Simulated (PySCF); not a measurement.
## Computed properties of HfCl3, SMILES [Cl][Hf+]([Cl])[Cl], charge +1, multiplicity 1

HfCl3, SMILES [Cl][Hf+]([Cl])[Cl], charge +1, multiplicity 1. Coordinates come from a B3LYP-D3(BJ)/def2-SVP optimisation. The spin state was assumed, not searched. The isomer is the one that the SMILES or the coordinates give; other isomers of the formula were not compared. The def2 effective core potentials stand for the cores of Hf; spin–orbit coupling is left out. Other conformers were not sampled. All values are computed for the isolated molecule unless a solvent is named; none is compared with measurement here.

**Structure.** The optimised structure has C3v symmetry. All 6 harmonic modes at B3LYP-D3(BJ)/def2-SVP (PySCF) are real, so it is a minimum. With heavy atoms numbered as in [Hf+:1]([Cl:2])([Cl:3])[Cl:4], the shortest bond between them is Hf1–Cl4 at 2.278 Å and the longest Hf1–Cl3 at 2.278 Å.

**Vibrations.** The strongest infrared lines (harmonic, unscaled, degenerate partners summed) lie at 431 cm⁻¹ (132 km/mol, Cl 78 %, Hf 22 %), 89 cm⁻¹ (7 km/mol, Cl 71 %, Hf 29 %), 423 cm⁻¹ (5 km/mol, Cl 92 %, Hf 8 %). The softest mode is at 89 cm⁻¹ and the zero-point energy is 2.3 kcal/mol.

**Electronic structure.** PBE0/def2-TZVPD (PySCF) places the frontier levels at -14.49 and -8.97 eV, a gap of 5.52 eV and a mean polarisability of 72.2 bohr³. PBE/def2-TZVPD (PySCF) at the same geometry gives -13.16 and -9.71 eV, so its gap is 2.07 eV narrower. An orbital gap is neither the optical nor the fundamental gap.

**Excitations.** TDDFT-B3LYP/def2-SVPD (PySCF) has S1 at 3.83 eV (324 nm, f = 0.000, dark); the most intense of the 10 singlets computed lies at 4.19 eV (f = 0.02). Strengths of degenerate partners are summed. T1 (TDA) is at 3.79 eV. TDDFT-PBE/def2-SVPD (PySCF) puts S1 at 3.48 eV. No vertical singlet excitation falls in the visible range (under 3.1 eV).
